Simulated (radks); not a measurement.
Values are calculated unless marked as measured or tabulated.
Question: Orbital eigenvalues (eV) of neutral terbium, [Xe] 4f9 6s2, of relativity; Dirac values are averaged over j with weights 2j + 1. Spin-unpolarised spherical Kohn-Sham, BLYP, point nucleus unless stated (finite: rms radius 5.06 fm), a radial shooting solver on a logarithmic mesh with Libxc functionals. A level marked "c x" has the speed of light scaled by that factor and shares open shells by 2j + 1; other Dirac levels either fill j = l - 1/2 first or share by 2j + 1.

| shell | non-rel. |
|---|---|
| 3s | -1711.5 |
| 3p | -1545.7 |
| 3d | -1236.5 |
| 4s | -330.32 |
| 4p | -265.09 |
| 4d | -148.58 |
| 5s | -40.813 |
| 5p | -23.759 |
| 4f | -6.4855 |
| 6s | -3.3183 |
| 5d (empty) | -1.8458 |
| 6p (empty) | -1.1682 |

Give the values at the level "Dirac, 2j+1 shares, finite nucleus".

Answer: 
shell       Dirac, 2j+1 shares, finite nucleus  change of magnitude (%)
3s                                     -1903.2                   +11.20
3p                                     -1615.2                    +4.50
3d                                     -1224.2                    -1.00
4s                                     -376.57                   +14.00
4p                                     -281.10                    +6.04
4d                                     -146.37                    -1.49
5s                                     -47.162                   +15.56
5p                                     -24.769                    +4.25
4f                                     -2.7949                   -56.90
6s                                     -3.5820                    +7.95
5d (empty)                             -1.1788                   -36.14
6p (empty)                             -1.0459                   -10.47
